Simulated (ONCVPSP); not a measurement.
Ru, ONCV: configuration errors across variants

```json
{
  "Element": "ruthenium",
  "Generator": "ONCVPSP 4.0.1",
  "Type": "optimised norm-conserving Vanderbilt (ONCV)",
  "Functional": "PBEsol",
  "Relativity": "scalar-relativistic",
  "Frozen core": "[Ar] 3d10",
  "Valence charge": "16",
  "Reference configuration": "4s2 4p6 4d7 5s1",
  "Partial waves": "4s+5s: rc 1.30 bohr, ncon 4, nbas 7, qcut 6.9 1/bohr, 2 projectors; 4p: rc 1.15 bohr, ncon 3, nbas 7, qcut 8.6 1/bohr, 2 projectors, debl 3 Ha; 4d: rc 1.40 bohr, ncon 5, nbas 9, qcut 6.7 1/bohr, 3 projectors, debl 0.7 Ha",
  "Local potential": "polynomial inside 1.10 bohr (lpopt 5, dvloc0 2 Ha)",
  "Core correction": "Teter function fitted to the true core (icmod 2), fcfact 0.75"
}
```

All-electron excitation energies from the reference (eV): (1) 4s2 4p6 4d7 5s0 7.300; (2) 4s2 4p6 4d6 5s0 25.484; (3) 4s2 4p6 4d5 5s0 56.094; (4) 4s2 4p6 4d8 5s0 -0.330.

3 further variants failed, have other tests or another functional or relativity, and are left out.

A true bound ghost makes a file unfit for plane-wave use even where its test errors are small: the radial tests pick states by their node count and pass the ghost by.

Errors AE − PS in meV (a dash: test not solved or not reliable):

| change | (1) | (2) | (3) | (4) | bound ghosts | GHOST(+) flags above zero |
| --- | --- | --- | --- | --- | --- | --- |
| base | -1.6 | -1.7 | -1.6 | -2.7 | d | s |
| s: qcut 8.1 | -1.4 | -1.7 | -1.6 | -2.5 | d | s |
| local potential polynomial inside 1.10 bohr (lpopt 5, dvloc0 3 Ha) | -1.6 | -1.7 | -1.6 | -2.7 | d | s, d |
| p: rc 1.58 | -1.5 | -1.7 | -0.7 | -2.8 | d | s |
| d: rc 1.1 | -1.5 | -0.3 | +0.9 | -3.4 | d | s, d |
| d: rc 1.15, qcut 8.2, nproj 0; local potential the d channel | -1.5 | -0.1 | +4.2 | -2.5 | none | none |
| p: nproj 3 | -1.6 | -1.7 | -1.6 | -2.7 | d | s |

(1) Give the same row for: s: qcut 4.3.

Results:

(1) -2.2, -2.1, -1.9, -3.6; bound ghosts: d; GHOST(+) flags above zero: s.
